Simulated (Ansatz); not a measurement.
A series at Al: from `[Br][Al]([Br])[Br]`, ligands are replaced one by one, each step taking up H₂S and setting free HBr; n counts the steps. Ansatz, PBE0-D4/def2-TZVP geometries. Each molecule was computed in one conformer, which needn't be the lowest.

CBS adds triple-zeta CCSD(T) − MP2 to the MP2 limit, frozen cores; atoms without spin–orbit coupling. Outer-core shells of Br are correlated without core-valence functions. Scalar relativity is left out up to krypton. Spin–orbit coupling is left out.

```csv
n,molecule,"atomization energy, CCSD(T)/CBS (kJ/mol)"
0,`[Br][Al]([Br])[Br]`,1156.0
1,`[SH][Al]([Br])[Br]`,?
2,`[SH][Al]([SH])[Br]`,1803.9
3,`[SH][Al]([SH])[SH]`,2122.6
```

Problem. By hand: fit a straight line y = ȳ + b (n − n̄) to the 3 given rows and predict n = 1.

Solution. n̄ = 1.667, ȳ = 1694.17; Σ(n − n̄)(y − ȳ) = 1504.77, Σ(n − n̄)² = 4.667, so b = 322.43 kJ/mol a step. Prediction: 1694.17 + (322.43) × (-0.667) = 1479.1 kJ/mol.

Problem. By hand: compare with the computed value, 1483.1 kJ/mol, and give the steps along the whole series.

Solution. The line misses by 4.0 kJ/mol (computed minus predicted). Steps: 327.1, 320.8, 318.7 kJ/mol.

The steps differ by at most 8.4 kJ/mol, 2.6 % of a mean step, so the ligands' effects nearly add and a line is close. The miss is 0.4 % of the series' range. The energies themselves are unsure by some kJ/mol a bond, though much of that is common to the series.
